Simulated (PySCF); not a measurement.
Run record: geometry optimisation, SnFMe3, `[CH3][Sn]([CH3])([F])[CH3]`.

Method: PBE0-D3(BJ)/def2-SVP geometry optimisation, gas phase, def2 core potentials past Kr (PySCF 2.14.0). Start geometry: GFN2-xTB. The input is one job of a driver script: a line of settings, then coordinates in Å.

Command:
```bash
OMP_NUM_THREADS=1 python probes_run.py task.json out
```

Input:
```
{"job": {"xc": "PBE0", "basis": "def2-SVP", "d3": "d3bj", "grid": 1, "maxiter": 40, "shake": 0.03, "kind": "geom"}, "charge": 0, "multiplicity": 1}
Sn     0.061290    -0.075740     0.271340
F     -0.007380    -0.002730     2.246340
C      2.095650     0.000360    -0.196540
H      2.710640     0.864980     0.313180
H      2.317120     0.054440    -1.270180
H      2.588980    -0.890290     0.203240
C     -1.057330     1.858260    -0.166720
H     -2.030980     1.821440     0.252340
H     -1.172420     2.032420    -1.179300
H     -0.559430     2.688020     0.308340
C     -1.099210    -1.883340    -0.123030
H     -2.060370    -1.800740     0.270440
H     -0.637630    -2.660660     0.309820
H     -1.168370    -2.050230    -1.196040
```

What does the run print?

```
step   0  E = -433.48030027  max force = 0.066434
step   1  E = -433.50444143  max force = 0.009934
step   2  E = -433.50597303  max force = 0.007490
step   3  E = -433.50652468  max force = 0.003107
step   4  E = -433.50666720  max force = 0.000888
step   5  E = -433.50672837  max force = 0.001130
step   6  E = -433.50676313  max force = 0.000590
step   7  E = -433.50676710  max force = 0.000157
optimisation converged
```

Energies in Eh; «max force» is the largest Cartesian gradient component in Eh/bohr.

Give the first gradient maximum in eV/Å.

With 1 Eh/bohr = 51.422 eV/Å, 3.416 eV/Å.

In short: final energy -433.50677 Eh after 7 steps; dipole 3.20 D.

Give the final coordinates.

0.111 Å rms from the input after alignment:
```
atom  x, y, z in Å
Sn1    0.0049   -0.0038    0.3829
F2     0.0387   -0.0012    2.3402
C3     2.0692   -0.0105   -0.1855
H4     2.5797    0.8500    0.2688
H5     2.1647    0.0541   -1.2793
H6     2.5493   -0.9361    0.1615
C7    -1.0312    1.7942   -0.1436
H8    -2.0546    1.7665    0.2560
H9    -1.0777    1.8990   -1.2375
H10   -0.5061    2.6638    0.2757
C11   -1.0501   -1.7942   -0.1327
H12   -2.0752   -1.7487    0.2610
H13   -0.5388   -2.6649    0.3010
H14   -1.0924   -1.9122   -1.2254
```

How long does this job take on an Intel Xeon at 2.50 GHz with one thread, no GPU, on a shared host? And the peak memory of the process?

About 3.0 min, with 0.48 GiB resident at the peak, the Python interpreter and its libraries included.
Labels such as C1 count atoms from 1, the log's own numbers from 0.
